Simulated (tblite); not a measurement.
A tight-binding relaxation on `C[NH][Ge@@]([NH2])([F])[C](F)(F)F`.

Computed with GFN2-xTB geometry optimisation, gas phase (tblite 0.8.0). Start geometry: from a force field or distance geometry. The command runs a driver script over a list of jobs; the input below is this job's line of settings and its coordinates in Å.

Command:
```bash
OMP_NUM_THREADS=1 python probes_run.py task.json out
```

Input:
```
{"job": {"kind": "relax", "xc": "GFN2-xTB", "basis": "xTB"}, "charge": 0, "multiplicity": 1}
C      1.830700     0.921600    -0.457800
N      1.386800     0.017100     0.523300
Ge    -0.360000    -0.299200     0.757600
N     -0.686600    -2.126500     0.564200
F     -0.870900     0.162100     2.389900
C     -1.539600     0.580000    -0.530600
F     -1.177200     1.893800    -0.746500
F     -2.792200     0.619300     0.058700
F     -1.562700    -0.181600    -1.671100
H      2.928200     0.829400    -0.565600
H      1.361200     0.781000    -1.467200
H      1.656000     1.985800    -0.148500
H      2.074500    -0.589400     0.987900
H     -1.716500    -2.256100     0.731500
H     -0.536300    -2.329200    -0.447700
```

Output:
```
step      E/eV     max force
  0    -927.03289    2.549
  1    -927.33316    1.271
  2    -927.44615    0.931
  3    -927.50516    0.484
  4    -927.52698    0.387
  5    -927.53969    0.454
  6    -927.55598    0.496
  7    -927.57291    0.359
  8    -927.58802    0.323
  9    -927.59955    0.228
... (98 lines left out)
108    -927.82513    0.015
109    -927.82518    0.016
110    -927.82523    0.019
111    -927.82529    0.021
112    -927.82535    0.028
113    -927.82541    0.024
114    -927.82547    0.024
115    -927.82553    0.018
116    -927.82556    0.010
117    -927.82558    0.006
```

«max force» is the largest atomic force in eV/Å.

**Question.** From which step on does the largest force stay under 0.1 eV/Å, and how much energy is left to gain from there?

**Answer.** From step 80 (0.068 eV/Å), 8.1 meV above the end.

Summary of the converged run: energy lowered by 18.3 kcal/mol over 117 steps; largest atomic force 0.006 eV/Å at the end.

The run took 1.1 s of wall time on AMD EPYC 7R43, one thread, no GPU, shared host.
Labels such as C1 count atoms from 1, the log's own numbers from 0.
